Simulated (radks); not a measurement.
Species: the platinum ion Pt32+. Configuration: [Kr] 4d10 (the NIST ground configuration).

Calculated with a radial shooting solver on a logarithmic mesh with Libxc functionals: non-relativistic Kohn-Sham, LB94 model potential, spin-polarised, spherical densities, point nucleus; relativity is left out, which matters for an element this heavy.

Energy parts (hartree):
| part | energy |
|---|---|
| kinetic | 16824.8201 |
| electron-nucleus | -37865.9254 |
| Hartree | 4518.8335 |
(The LB94 potential has no energy functional, so no total or exchange-correlation energy is given.)

Orbitals (lengths in bohr, moments of r in powers of bohr):
orbital,occ.,eigenvalue (hartree),<r^4>
1s,2,-2666.979,6.362e-07
2s,2,-482.0812,0.0001028
2p,6,-465.1400,0.00006436
3s,2,-147.2234,0.003374
3p,6,-139.3053,0.002978
3d,10,-124.5015,0.001980
4s,2,-61.48877,0.05659
4p,6,-58.01842,0.05752
4d,10,-51.73648,0.05713

The highest occupied level is 4d at -1407.8 eV. Summed over all electrons, <r^2> = 4.331 bohr^2, which gives a Langevin (diamagnetic) susceptibility term of -3.43 x 10^-6 cm^3/mol.
